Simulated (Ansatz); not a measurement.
The cluster TlH2⁺. The state is a singlet with charge 1. Geometry r2SCAN-D4/def2-TZVP, that of the neutral doublet.

Cartesian coordinates in Å:
```
Tl -0.0505 0.0439 0.5539
H 0.3119 -1.5835 -0.1271
H -0.2614 1.5396 -0.4268
```

In the def2 sets Tl takes a core potential; there is no spin–orbit coupling. The restricted singlet is unstable towards broken spin symmetry in Hartree–Fock (as tested in another run); at PBE-D4/def2-TZVP, r2SCAN-D4/def2-TZVP, PBE0-D4/def2-TZVP this wasn't settled. The structure comes from a short search, and lower isomers may exist.

Task: Estimate the orbital energies around the gap (eV) in Ansatz with PBE-D4/def2-TZVP, r2SCAN-D4/def2-TZVP, PBE0-D4/def2-TZVP.

Result: 
```tsv
orbital	PBE-D4/def2-TZVP	r2SCAN-D4/def2-TZVP	PBE0-D4/def2-TZVP
HOMO−5	-23.48	-24.10	-25.61
HOMO−4	-23.37	-23.99	-25.52
HOMO−3	-23.35	-23.95	-25.48
HOMO−2	-23.22	-23.81	-25.34
HOMO−1	-17.97	-18.26	-19.15
HOMO	-13.71	-13.93	-14.73
LUMO	-10.72	-10.54	-9.86
LUMO+1	-8.55	-8.14	-7.72
LUMO+2	-6.13	-5.59	-5.21
LUMO+3	-4.22	-3.53	-3.39
LUMO+4	-2.59	-1.11	-2.13
LUMO+5	-2.26	-0.97	-1.80
```
